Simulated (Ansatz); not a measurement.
Molecular dynamics of Cl₅HW

Input file:

```yaml
crystal:
  periodic: [false, false, false]
  atoms:
    - { symbol: W, position_ang: [0.195362, 0.0, 0.0] }
    - { symbol: Cl, position_ang: [-0.146286, 0.0, 2.263427] }
    - { symbol: Cl, position_ang: [2.545919, 0.0, 0.0] }
    - { symbol: Cl, position_ang: [-0.146286, 2.263427, 0.0] }
    - { symbol: H, position_ang: [-1.486139, 0.0, 0.0] }
    - { symbol: Cl, position_ang: [-0.146286, -2.263427, 0.0] }
    - { symbol: Cl, position_ang: [-0.146286, 0.0, -2.263427] }
basis:
  gaussian: { orbitals: def2-SVP }
hamiltonian:
  xc: hf
md:
  timestep: 0.5
  n_steps: 250
  ensemble: nvt_langevin
  temperature: 2000.0
  initial_velocities: maxwell_boltzmann
  seed: 879135
  friction: 0.005
  temperature_schedule:
    - { n_steps: 62, end_temperature: 2000.0 }
    - { n_steps: 188, end_temperature: 6000.0 }
```

Command:

```bash
$ ansatz run input.yaml --threads 4 --pin off --max-ram 5120MiB --backend cpu --events-out ev --progress --plain --runs-dir out
```

It starts from a relaxed structure.

Output, in part (one step line in 5, the closing report, with atoms numbered from 0):

```
md step     0: t =     0.00 fs  T =  1714.3 K (target 2000.0 K)  F+E_penalty+E_count = -64323.00794052 eV  E_kin = 1.551120 eV  (56 SCF iters)
md step     5: t =     2.50 fs  T =  1871.1 K (target 2000.0 K)  F+E_penalty+E_count = -64322.99569116 eV  E_kin = 1.692972 eV  (50 SCF iters)
md step    10: t =     5.00 fs  T =  1726.6 K (target 2000.0 K)  F+E_penalty+E_count = -64322.96021928 eV  E_kin = 1.562287 eV  (47 SCF iters)
md step    15: t =     7.50 fs  T =  1609.2 K (target 2000.0 K)  F+E_penalty+E_count = -64322.90535657 eV  E_kin = 1.456020 eV  (48 SCF iters)
md step    20: t =    10.00 fs  T =  1673.1 K (target 2000.0 K)  F+E_penalty+E_count = -64322.83152119 eV  E_kin = 1.513883 eV  (47 SCF iters)
md step    25: t =    12.50 fs  T =  1568.2 K (target 2000.0 K)  F+E_penalty+E_count = -64322.76053350 eV  E_kin = 1.418926 eV  (49 SCF iters)
md step    30: t =    15.00 fs  T =  1488.7 K (target 2000.0 K)  F+E_penalty+E_count = -64322.70767165 eV  E_kin = 1.347022 eV  (47 SCF iters)
md step    35: t =    17.50 fs  T =  1426.3 K (target 2000.0 K)  F+E_penalty+E_count = -64322.66005576 eV  E_kin = 1.290526 eV  (48 SCF iters)
md step    40: t =    20.00 fs  T =  1417.8 K (target 2000.0 K)  F+E_penalty+E_count = -64322.60221761 eV  E_kin = 1.282833 eV  (49 SCF iters)
md step    45: t =    22.50 fs  T =  1228.4 K (target 2000.0 K)  F+E_penalty+E_count = -64322.57304311 eV  E_kin = 1.111455 eV  (54 SCF iters)
md step    50: t =    25.00 fs  T =  1235.6 K (target 2000.0 K)  F+E_penalty+E_count = -64322.59116822 eV  E_kin = 1.117972 eV  (48 SCF iters)
md step    55: t =    27.50 fs  T =  1309.8 K (target 2000.0 K)  F+E_penalty+E_count = -64322.60645603 eV  E_kin = 1.185137 eV  (46 SCF iters)
md step    60: t =    30.00 fs  T =  1353.2 K (target 2000.0 K)  F+E_penalty+E_count = -64322.54133692 eV  E_kin = 1.224387 eV  (48 SCF iters)
md step    65: t =    32.50 fs  T =  1459.5 K (target 2053.2 K)  F+E_penalty+E_count = -64322.60389491 eV  E_kin = 1.320593 eV  (47 SCF iters)
md step    70: t =    35.00 fs  T =  1469.8 K (target 2159.6 K)  F+E_penalty+E_count = -64322.58070282 eV  E_kin = 1.329884 eV  (49 SCF iters)
md step    75: t =    37.50 fs  T =  1474.3 K (target 2266.0 K)  F+E_penalty+E_count = -64322.44531384 eV  E_kin = 1.333970 eV  (49 SCF iters)
md step    80: t =    40.00 fs  T =  1557.4 K (target 2372.3 K)  F+E_penalty+E_count = -64322.44943871 eV  E_kin = 1.409148 eV  (51 SCF iters)
md step    85: t =    42.50 fs  T =  1710.3 K (target 2478.7 K)  F+E_penalty+E_count = -64322.55795543 eV  E_kin = 1.547490 eV  (47 SCF iters)
md step    90: t =    45.00 fs  T =  1630.4 K (target 2585.1 K)  F+E_penalty+E_count = -64322.43438383 eV  E_kin = 1.475247 eV  (45 SCF iters)
md step    95: t =    47.50 fs  T =  1365.2 K (target 2691.5 K)  F+E_penalty+E_count = -64322.45862470 eV  E_kin = 1.235287 eV  (47 SCF iters)
md step   100: t =    50.00 fs  T =  1502.9 K (target 2797.9 K)  F+E_penalty+E_count = -64322.49412178 eV  E_kin = 1.359892 eV  (48 SCF iters)
md step   105: t =    52.50 fs  T =  1313.3 K (target 2904.3 K)  F+E_penalty+E_count = -64322.35025924 eV  E_kin = 1.188341 eV  (50 SCF iters)
md step   110: t =    55.00 fs  T =  1145.2 K (target 3010.6 K)  F+E_penalty+E_count = -64322.34027568 eV  E_kin = 1.036233 eV  (50 SCF iters)
md step   115: t =    57.50 fs  T =  1218.2 K (target 3117.0 K)  F+E_penalty+E_count = -64322.43301442 eV  E_kin = 1.102213 eV  (46 SCF iters)
md step   120: t =    60.00 fs  T =  1269.2 K (target 3223.4 K)  F+E_penalty+E_count = -64322.39134194 eV  E_kin = 1.148355 eV  (45 SCF iters)
md step   125: t =    62.50 fs  T =  1123.0 K (target 3329.8 K)  F+E_penalty+E_count = -64322.27724693 eV  E_kin = 1.016076 eV  (47 SCF iters)
md step   130: t =    65.00 fs  T =   935.8 K (target 3436.2 K)  F+E_penalty+E_count = -64322.35396167 eV  E_kin = 0.846710 eV  (46 SCF iters)
md step   135: t =    67.50 fs  T =   969.3 K (target 3542.6 K)  F+E_penalty+E_count = -64322.28189297 eV  E_kin = 0.877018 eV  (50 SCF iters)
md step   140: t =    70.00 fs  T =   890.1 K (target 3648.9 K)  F+E_penalty+E_count = -64322.22424951 eV  E_kin = 0.805394 eV  (57 SCF iters)
md step   145: t =    72.50 fs  T =   739.8 K (target 3755.3 K)  F+E_penalty+E_count = -64322.28788554 eV  E_kin = 0.669403 eV  (49 SCF iters)
md step   150: t =    75.00 fs  T =   725.5 K (target 3861.7 K)  F+E_penalty+E_count = -64322.29648013 eV  E_kin = 0.656459 eV  (49 SCF iters)
md step   155: t =    77.50 fs  T =   616.2 K (target 3968.1 K)  F+E_penalty+E_count = -64322.27275470 eV  E_kin = 0.557541 eV  (48 SCF iters)
md step   160: t =    80.00 fs  T =   614.9 K (target 4074.5 K)  F+E_penalty+E_count = -64322.36922711 eV  E_kin = 0.556344 eV  (47 SCF iters)
md step   165: t =    82.50 fs  T =   663.6 K (target 4180.9 K)  F+E_penalty+E_count = -64322.41279393 eV  E_kin = 0.600423 eV  (50 SCF iters)
md step   170: t =    85.00 fs  T =   837.0 K (target 4287.2 K)  F+E_penalty+E_count = -64322.45659831 eV  E_kin = 0.757307 eV  (46 SCF iters)
md step   175: t =    87.50 fs  T =  1074.5 K (target 4393.6 K)  F+E_penalty+E_count = -64322.57108366 eV  E_kin = 0.972232 eV  (48 SCF iters)
md step   180: t =    90.00 fs  T =  1394.6 K (target 4500.0 K)  F+E_penalty+E_count = -64322.65307456 eV  E_kin = 1.261821 eV  (48 SCF iters)
md step   185: t =    92.50 fs  T =  1466.4 K (target 4606.4 K)  F+E_penalty+E_count = -64322.70548662 eV  E_kin = 1.326852 eV  (47 SCF iters)
md step   190: t =    95.00 fs  T =  1526.4 K (target 4712.8 K)  F+E_penalty+E_count = -64322.78206259 eV  E_kin = 1.381135 eV  (49 SCF iters)
md step   195: t =    97.50 fs  T =  1466.5 K (target 4819.1 K)  F+E_penalty+E_count = -64322.79173607 eV  E_kin = 1.326933 eV  (50 SCF iters)
md step   200: t =   100.00 fs  T =  1380.3 K (target 4925.5 K)  F+E_penalty+E_count = -64322.78423118 eV  E_kin = 1.248899 eV  (70 SCF iters)
md step   205: t =   102.50 fs  T =  1616.5 K (target 5031.9 K)  F+E_penalty+E_count = -64322.74864925 eV  E_kin = 1.462609 eV  (50 SCF iters)
md step   210: t =   105.00 fs  T =  1784.5 K (target 5138.3 K)  F+E_penalty+E_count = -64322.70280099 eV  E_kin = 1.614625 eV  (48 SCF iters)
md step   215: t =   107.50 fs  T =  2198.2 K (target 5244.7 K)  F+E_penalty+E_count = -64322.65016131 eV  E_kin = 1.988962 eV  (49 SCF iters)
md step   220: t =   110.00 fs  T =  2821.9 K (target 5351.1 K)  F+E_penalty+E_count = -64322.57832964 eV  E_kin = 2.553276 eV  (50 SCF iters)
md step   225: t =   112.50 fs  T =  2943.6 K (target 5457.4 K)  F+E_penalty+E_count = -64322.51107240 eV  E_kin = 2.663444 eV  (53 SCF iters)
md step   230: t =   115.00 fs  T =  2586.4 K (target 5563.8 K)  F+E_penalty+E_count = -64322.44628125 eV  E_kin = 2.340265 eV  (50 SCF iters)
md step   235: t =   117.50 fs  T =  2955.8 K (target 5670.2 K)  F+E_penalty+E_count = -64322.34646727 eV  E_kin = 2.674433 eV  (51 SCF iters)
md step   240: t =   120.00 fs  T =  2759.3 K (target 5776.6 K)  F+E_penalty+E_count = -64322.25580756 eV  E_kin = 2.496660 eV  (50 SCF iters)
md step   245: t =   122.50 fs  T =  3148.9 K (target 5883.0 K)  F+E_penalty+E_count = -64322.10078284 eV  E_kin = 2.849151 eV  (49 SCF iters)
md step   250: t =   125.00 fs  T =  2999.2 K (target 5989.4 K)  F+E_penalty+E_count = -64321.96266190 eV  E_kin = 2.713751 eV  (94 SCF iters)
Total energy: -64321.96266190 eV, -2363.7885288325 hartree
Atom 0 at     0.249129     0.039094    -0.163063 Å, force     1.274479     3.146771     0.519492 eV/Å
Atom 1 at    -0.945502     0.227589     1.858254 Å, force     0.153783     2.242193     0.206860 eV/Å
Atom 2 at     2.572974    -0.471890    -0.060351 Å, force    -0.352478     0.543931    -0.254002 eV/Å
Atom 3 at    -0.206263     2.354879    -0.615478 Å, force     0.654602    -1.436265     0.824338 eV/Å
Atom 4 at    -1.251591     0.109023    -0.660588 Å, force    -1.470754    -0.741723    -0.989088 eV/Å
Atom 5 at    -0.217378    -1.970615     0.468717 Å, force    -0.210762    -3.681113    -0.812520 eV/Å
Atom 6 at     0.326816    -0.337308    -2.470520 Å, force    -0.048869    -0.073794     0.504920 eV/Å
Dipole moment:    -0.131380    -0.162437     0.116666 e Å
```

The run went to its last step. The schedule's set-point averaged 4670 K over the second half and the system 1629 K, so it lags behind the ramp. A run of 0.12 ps of so small a system gives no equilibrium averages.

The same pairs are bonded in the first frame and the last. Pairs count as bonded within 1.25 times the sum of covalent radii (0.12 Å more for H–H).

Last frame:

```xyz
7
Properties=species:S:1:pos:R:3
W 0.249 0.039 -0.163
Cl -0.946 0.228 1.858
Cl 2.573 -0.472 -0.060
Cl -0.206 2.355 -0.616
H -1.252 0.109 -0.661
Cl -0.217 -1.971 0.469
Cl 0.327 -0.337 -2.470
```

Time of the run: 7.3 min on 4 threads of Arm Neoverse V1 (shared host), peak memory 0.46 GiB.
